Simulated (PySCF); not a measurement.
**A search over the determinants of SnF⁺**

Unrestricted PBE0; Sn def2-TZVPPD with ECP28, F def2-TZVPPD; scalar-relativistic core potentials (PySCF 2.14). Outer shells of the fragments: Sn+ 4d10 5s2 5p1; F 2s2 2p5.

Followed along the bond (rough minima from three points):

| 2Ms+1 | unpaired | ⟨S²⟩ at the start | R at minimum (Å) | Te (eV) |
| --- | --- | --- | --- | --- |
| 1 | none | 0.00 | 1.88 | 0.00 |
| 3 | σ ↑, π ↑ | 2.01 | 1.94 | 4.59 |

Solutions found at the starting distance of 2.065 Å, counted from the lowest of them; the search is not exhaustive and high or unbound solutions are not listed, so other states can lie among these:

| 2Ms+1 | unpaired | term | E (eV) | ⟨S²⟩ | ⟨Lz²⟩ | μ (D) |
| --- | --- | --- | --- | --- | --- | --- |
| 1 | none | ¹Σ⁺ | 0.00 | 0.00 | 0.00 | -4.40 |
| 3 | σ ↑, π ↑ | ³Π | 4.32 | 2.01 | 1.00 | -2.48 |
| 1 | σ ↑, π ↓ | mixed | 4.71 | 1.02 | 1.00 | -1.86 |
| 3 | π ↑↑ | mixed | 5.24 | 2.01 | 2.01 | 0.87 |
| 3 | π ↑↑ | mixed | 5.34 | 2.01 | 2.01 | 0.92 |
| 3 | σ ↑↑ | ³Σ⁺ | 6.20 | 2.00 | 0.00 | -1.42 |
| 3 | σ ↑, π ↑ | ³Π | 6.95 | 2.00 | 1.01 | 1.26 |

A term symbol is given only where ⟨S²⟩ and ⟨Lz²⟩ are close to those of a pure state; real π, δ and φ orbitals otherwise mix terms. A positive dipole points towards F; it is taken about the centre of mass and depends on that origin.

Task: Compare the gap between the two lowest followed solutions at the starting distance with the gap between their minima.

Result: At PBE0 the second solution (triplet, unpaired electrons σ ↑, π ↑) lies +4.32 eV from the first (singlet, closed shell) at 2.065 Å and +4.59 eV at the minima; the two curves relax by different amounts, since their minima lie near 1.94 and 1.88 Å.

Spin–orbit coupling is left out. Counting both spins, an empty level lies below a filled one in some of these solutions, because spin and occupation are held.
